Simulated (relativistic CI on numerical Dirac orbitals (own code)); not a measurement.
## Sensitivity of the levels of Zr XXVII to α and to the nuclear radius

Calculated at this level of theory: Dirac-Coulomb-Breit CI, separate exchange-only KLI orbitals for each configuration, derivatives by finite differences, unscaled Slater integrals, QED left out (own radial code, finite nucleus).

CI space (outside the closed core [Ne]): 3s²3p², 3s3p³, 3s²3p3d, 3p⁴, 3s3p²3d, 3p³3d, 3s²3d², 3s3d³, 3p²3d², 3p3d³. Double excitations out of closed p, d and f shells are left out; levels of such configurations are missing from the list, as are those of other unlisted configurations, and high levels can miss mixing partners.

With x = (α/α₀)² − 1 an excitation energy changes as ω = ω₀ + qx; K = 2q/ω₀ is the relative enhancement. Terms are leading LS components, so labels can repeat. The field-shift factor is F = δν/δ⟨r²⟩ for the transition from the lowest level.

Lowest level 3s²3p² ³P0.

| Level | ω₀ (cm⁻¹) | q (cm⁻¹) | K | F (GHz/fm²) |
| --- | --- | --- | --- | --- |
| 3s²3p² ³P1 | 122497 | 155500 | 2.54 | -1.86 |
| 3s²3p² ³P2 | 156273 | 161400 | 2.07 | -1.92 |
| 3s²3p² ¹D2 | 304937 | 315200 | 2.07 | -4.59 |
| 3s²3p² ¹S0 | 385783 | 313600 | 1.63 | -5.93 |
| 3s3p³ ⁵S°2 | 625849 | 246300 | 0.787 | -161 |
| 3s3p³ ³D°1 | 746077 | 228400 | 0.612 | -143 |
| 3s3p³ ³D°2 | 773166 | 304600 | 0.788 | -145 |
| 3s3p³ ³D°3 | 816450 | 342300 | 0.839 | -145 |
| 3s²3p3d ¹D°2 | 885455 | 276200 | 0.624 | -84.4 |
| 3s3p³ ³P°0 | 897908 | 348300 | 0.776 | -147 |
| 3s3p³ ³P°1 | 911296 | 363400 | 0.798 | -146 |
| 3s²3p3d ³F°2 | 969676 | 274500 | 0.566 | -53 |
| 3s3p³ ³S°1 | 1018296 | 314000 | 0.617 | -161 |
| 3s3p³ ³P°2 | 1019803 | 407300 | 0.799 | -92 |
| 3s²3p3d ³F°3 | 1026186 | 235200 | 0.458 | -4.47 |
| 3s²3p3d ³D°1 | 1102740 | 199800 | 0.362 | -25.7 |
| 3s²3p3d ³P°2 | 1103479 | 222500 | 0.403 | -39 |
| 3s²3p3d ³F°4 | 1133168 | 362000 | 0.639 | -2.3 |
| 3s3p³ ¹P°1 | 1171735 | 418700 | 0.715 | -118 |
| 3s²3p3d ³D°2 | 1212450 | 336900 | 0.556 | -44.5 |
| 3s²3p3d ³D°3 | 1220788 | 323800 | 0.53 | -17.3 |
| 3s²3p3d ³P°0 | 1222684 | 336100 | 0.55 | -21.2 |
| 3s²3p3d ³P°1 | 1245962 | 387600 | 0.622 | -50 |

At this charge energies of transitions that change n are usually good to better than 1 %, and those within a shell (Δn = 0) to a few per cent.
